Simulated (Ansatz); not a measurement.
Isolated molecules relaxed with PBE0-D4/def2-TZVP in Ansatz; ΔE leaves out vibrations. CBS: MP2 limit from def2 TZ/QZ plus the TZ coupled-cluster correction, frozen cores. This one scheme is used for every species. DFT in def2-TZVPP. B3LYP here is the variant with VWN-RPA as its local correlation; programs differ in this. HSE06 is defined as in plane-wave codes. def2 core potentials past Kr. For Sb outer-core shells are correlated without core-valence functions, which leaves a few kJ/mol of doubt a bond.

Consider the hydrogenolysis of the Sb–Si bond: `F[SiH2][SbH2]` + H₂ → `[SbH3]` + `F[SiH3]`.

(1) Is it downhill or uphill in electronic energy at CCSD(T)/CBS, and by how much? (An estimate is asked.)

(2) What do these levels give: LDA (SPW92), B3LYP-D4, r2SCAN0-D4, PBE-QIDH, r2SCAN, r2SCAN0, HSE06, MP2/def2-TZVPP, SCS-MP2/def2-TZVPP, CCSD/def2-TZVPP, MP2/def2-QZVPP, CCSD/CBS(def2)? (Best estimate.)

Largest T1 diagnostic among the species: 0.014.

Answers

(1) Computed: Uphill: ΔE = +0.11 eV.

(2) The calculation gave: LDA (SPW92) 0.15, B3LYP-D4 0.08, r2SCAN0-D4 0.10, PBE-QIDH 0.08, r2SCAN 0.12, r2SCAN0 0.08, HSE06 0.09, MP2/def2-TZVPP 0.10, SCS-MP2/def2-TZVPP 0.00, CCSD/def2-TZVPP -0.04, MP2/def2-QZVPP 0.15, CCSD/CBS(def2) 0.06 eV.

From r2SCAN to r2SCAN0 (25 % exact exchange), in def2-TZVPP and without D4, ΔE moves by −0.04 eV. The D4 term adds +0.10 eV with B3LYP and +0.05 eV with PBE0; it sums over pairs of atoms, weighted by their polarisabilities, and B3LYP, whose exchange is more repulsive, gets the larger term. Leaving LDA and LC-ωPBE aside and taking each functional with its dispersion term where it has one, the values, not all of them listed here, spread over 0.24 eV, from B97M-V to revPBE-D4.
